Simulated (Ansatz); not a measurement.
Molecule: pyridin-3-ylsilane, C5H7NSi, charge 0, multiplicity 1. 
Geometry from a B3LYP-D3(BJ)/def2-TZVP (Ansatz, an electronic-structure program) optimisation:
```xyz
14

Si     2.3020     0.3029    -0.0042
C      0.4441     0.0743    -0.0028
C     -0.4380     1.1489    -0.1529
C     -1.8047     0.9216    -0.1443
C     -2.2582    -0.3834     0.0151
N     -1.4446    -1.4273     0.1603
C     -0.1324    -1.1908     0.1497
H      2.9499    -1.0162     0.1735
H      2.7488     0.9048    -1.2831
H      2.7133     1.2078     1.0955
H     -0.0617     2.1583    -0.2758
H     -2.5094     1.7346    -0.2584
H     -3.3217    -0.5980     0.0266
H      0.5000    -2.0648     0.2705
```
Charge 0, spin multiplicity 1.

Dipole moments at this geometry, in debye (magnitudes).

```
level                    program  dipole (D)
-----------------------  -------  ----------
SVWN5/def2-TZVPD          Ansatz        2.01
PBE/def2-TZVPD            Ansatz        1.93
BLYP/def2-TZVPD           Ansatz        1.95
revPBE/def2-TZVPD         Ansatz        1.91
B3LYP/def2-TZVPD          Ansatz        1.98
r2SCANh/def2-TZVPD        Ansatz        1.96
CAM-B3LYP/def2-TZVPD      Ansatz        2.03
LC-wPBE/def2-TZVPD        Ansatz        2.04
wB97M-V/def2-TZVPD        Ansatz        1.98
CCSD(T)/aug-cc-pV(D+d)Z   Ansatz        1.97
```
